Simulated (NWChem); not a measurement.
System: GaCl2 cation; SMILES [Ga+]([Cl])[Cl]

NWChem input:

```
start job
memory heap 200 mb stack 900 mb global 1100 mb
charge 1
geometry units angstroms noautoz
  Ga     0.000000     0.000000     0.000000
  Cl     0.000000     0.000000     2.041009
  Cl     0.000000     0.000000    -2.041009
end
basis spherical
  * library 6-31g*
end
dft
  xc becke88 perdew86
  iterations 150
  mulliken
end
task dft energy
```

The geometry was optimised at PBE0/def2-SVP.

### Question
What results follow from this input? (BP86/6-31G* (spherical d).) Quantities: energy (Ha); highest occupied level (eV); orbital gap (eV).

### Answer
| Property | Value |
|---|---|
| energy (Ha) | -2845.05 |
| highest occupied level (eV) | -14.57 |
| orbital gap (eV) | 4.17 |
